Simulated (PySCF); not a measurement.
Run record: geometry optimisation, `C#[N+][Al@@H-]([CH3])[Br]`.

Computed with PBE0-D3(BJ)/def2-SVP geometry optimisation, gas phase (PySCF 2.14.0). Start geometry: GFN2-xTB. A driver script takes a list of jobs; this job's settings line and coordinates (Å) are shown.

Command:
```bash
OMP_NUM_THREADS=1 python probes_run.py task.json out
```

Input:
```
{"job": {"xc": "PBE0", "basis": "def2-SVP", "d3": "d3bj", "grid": 1, "shake": 0.01, "kind": "geom"}, "charge": 0, "multiplicity": 1}
C      1.836470     1.580280     1.096720
N      1.067010     0.885800     0.603030
Al    -0.760490     0.292460    -0.112470
C     -0.501100    -1.506270    -0.905410
Br    -1.790220     0.529860     1.898900
H      2.506600     2.266890     1.546990
H     -0.834890     1.594590    -0.933780
H     -0.519280    -1.456350    -2.001570
H      0.394340    -2.011670    -0.601590
H     -1.347990    -2.196520    -0.611870
```

Question: Estimate the output.

Answer: 
```
step   0  E = -2949.54879790  max force = 0.035074
step   1  E = -2949.55380506  max force = 0.005293
step   2  E = -2949.55425515  max force = 0.002180
step   3  E = -2949.55466278  max force = 0.004480
step   4  E = -2949.55481133  max force = 0.003617
step   5  E = -2949.55499816  max force = 0.002947
step   6  E = -2949.55505435  max force = 0.002026
step   7  E = -2949.55509474  max force = 0.004083
step   8  E = -2949.55513935  max force = 0.002089
step   9  E = -2949.55519060  max force = 0.001061
... (8 lines left out)
step  18  E = -2949.55537392  max force = 0.000375
step  19  E = -2949.55539361  max force = 0.000420
step  20  E = -2949.55542453  max force = 0.000395
step  21  E = -2949.55547266  max force = 0.000310
step  22  E = -2949.55554628  max force = 0.000322
step  23  E = -2949.55565257  max force = 0.000314
step  24  E = -2949.55578493  max force = 0.000347
step  25  E = -2949.55592923  max force = 0.000347
step  26  E = -2949.55604909  max force = 0.000455
step  27  E = -2949.55605733  max force = 0.000420
optimisation converged
```

Energies in Eh; «max force» is the largest Cartesian gradient component in Eh/bohr.

Question: Give the first gradient maximum in eV/Å.

Answer: With 1 Eh/bohr = 51.422 eV/Å, 1.804 eV/Å.

Question: How much energy does the optimisation release, in kcal/mol?

Answer: E(step 0) − E(last step) = 0.007259 Eh, which is 4.6 kcal/mol.

In short: final energy -2949.55606 Eh after 27 steps; dipole 7.03 D.

Question: Give the final coordinates.

Answer: 0.466 Å rms from the input after alignment:
```
atom  x, y, z in Å
C1     1.8557    1.4523    1.0752
N2     0.9326    1.0739    0.5084
Al3   -0.8406    0.4069   -0.3228
C4    -0.4243   -1.4692   -0.6910
Br5   -2.1133    0.7814    1.5682
H6     2.7173    1.8176    1.6176
H7    -1.0106    1.4952   -1.4704
H8     0.3725   -1.5874   -1.4442
H9    -0.1208   -2.0095    0.2204
H10   -1.3182   -1.9833   -1.0837
```

Hardware: an Arm Neoverse V1 with one thread, on a shared host. Cost: 2.8 min wall, 0.50 GiB resident at most.
Labels such as C1 count atoms from 1, the log's own numbers from 0.
